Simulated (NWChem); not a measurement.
System meant: CHAlClF$_{3}$; SMILES F[C](F)(F)[AlH][Cl]

Input file for NWChem:

```
start job
memory heap 200 mb stack 900 mb global 1100 mb
geometry units angstroms noautoz
  Al    -0.888459    -0.625288     0.038076
  C      0.074450     1.148062    -0.030968
  F     -0.766306     2.160868    -0.317061
  F      1.055877     1.191027    -0.947061
  F      0.638187     1.440674     1.158965
  Cl     0.310691    -2.340198     0.043940
  H     -2.455670    -0.725574     0.111233
end
basis spherical
  Al library def2-svp
  C library def2-svp
  F library def2-svp
  Cl library def2-svp
  H library def2-svp
end
dft
  xc b3lyp
  iterations 4
  mulliken
end
task dft energy
```

End of the output:

```
    Atom       Charge   Shell Charges
 -----------   ------   -------------------------------------------------------
    1 Al  13    12.64   2.00  1.94  0.66  0.29  5.81  0.95  0.67  0.33
    2 C    6     5.97   1.96  0.64  0.37  1.69  0.97  0.34
    3 F    9     9.08   1.98  1.02  0.74  3.23  2.10  0.01
    4 F    9     9.07   1.98  1.02  0.73  3.23  2.10  0.01
    5 F    9     9.08   1.98  1.02  0.74  3.23  2.11  0.01
    6 Cl  17    17.02   2.00  1.96  1.04  0.77  5.82  2.26  3.15  0.01
    7 H    1     1.13   0.63  0.49  0.01

 center of mass
 --------------
 x =   0.03967235 y =   0.03667804 z =   0.00023276

 moments of inertia (a.u.)
 ------------------
        1492.172408381630          -0.000000000000          -0.000000000000
          -0.000000000000         411.528050077378          -0.000000000000
          -0.000000000000          -0.000000000000        1586.672541442293

     Multipole analysis of the density
     ---------------------------------

     L   x y z        total         alpha         beta         nuclear
     -   - - -        -----         -----         ----         -------
     0   0 0 0     -0.000000    -32.000000    -32.000000     64.000000

     1   1 0 0     -0.541832     -0.270916     -0.270916     -0.000000
     1   0 1 0     -0.353608     -0.176804     -0.176804     -0.000000
     1   0 0 1     -0.038273     -0.019137     -0.019137     -0.000000

     2   2 0 0    -35.332151    -83.649547    -83.649547    131.966944
     2   1 1 0      0.323002     -1.308609     -1.308609      2.940221
     2   1 0 1      0.035729      0.002866      0.002866      0.029997
     2   0 2 0    -38.266969   -340.819539   -340.819539    643.372110
     2   0 1 1      0.021824      0.006601      0.006601      0.008622
     2   0 0 2    -32.050958    -53.571544    -53.571544     75.092130

 ------------------------------------------------------------------------
 dft energy failed                                                                                  0
 ------------------------------------------------------------------------
 ------------------------------------------------------------------------
  current input line :
    24: task dft energy
 ------------------------------------------------------------------------
 ------------------------------------------------------------------------
 This type of error is most commonly associated with calculations not reaching convergence criteria
 ------------------------------------------------------------------------
 For more information see the NWChem manual at https://nwchemgit.github.io

0:dft energy failed:Received an Error in Communication
```

Q: What is wrong, and how is it mended?

A: The run did not converge; its last values are not results. Cause: the SCF was allowed too few iterations. This input runs:
```
start job
memory heap 200 mb stack 900 mb global 1100 mb
geometry units angstroms noautoz
  Al    -0.888459    -0.625288     0.038076
  C      0.074450     1.148062    -0.030968
  F     -0.766306     2.160868    -0.317061
  F      1.055877     1.191027    -0.947061
  F      0.638187     1.440674     1.158965
  Cl     0.310691    -2.340198     0.043940
  H     -2.455670    -0.725574     0.111233
end
basis spherical
  * library def2-svp
end
dft
  xc b3lyp
  iterations 150
  mulliken
end
task dft energy
```
It converges to -1040.47671 Ha (B3LYP/def2-SVP).
